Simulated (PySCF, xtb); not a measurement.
2-hydroxyethyl prop-2-enoate (C5H8O3), SMILES C=CC(=O)OCCO. Other conformers were not sampled.

Harmonic wavenumbers (cm⁻¹) from xtb with GFN2-xTB at its own minimum, in rising order: 53, 59, 71, 122, 202, 294, 308, 353, 372, 478, 549, 653, 770, 808, 881, 916, 1004, 1018, 1039, 1050, 1062, 1103, 1140, 1183, 1255, 1267, 1284, 1324, 1349, 1376, 1436, 1469, 1674, 1755, 2878, 2949, 2957, 2997, 3095, 3102, 3138, 3536.

Question: What does PBE0-D3(BJ)/def2-SVP (PySCF 2.14.0) give at its own minimum? (Estimate from the structure and the level; the computed values follow.)

Answer: 64, 72, 97, 142, 232, 296, 325, 350, 386, 530, 577, 684, 800, 837, 897, 1005, 1026, 1060, 1074, 1089, 1110, 1153, 1226, 1253, 1320, 1325, 1353, 1394, 1416, 1439, 1465, 1499, 1731, 1864, 3020, 3084, 3136, 3161, 3171, 3222, 3284, 3882. Paired by order, the mean absolute difference is 65 cm⁻¹ and the zero-point energies are 77.7 and 81.6 kcal/mol.
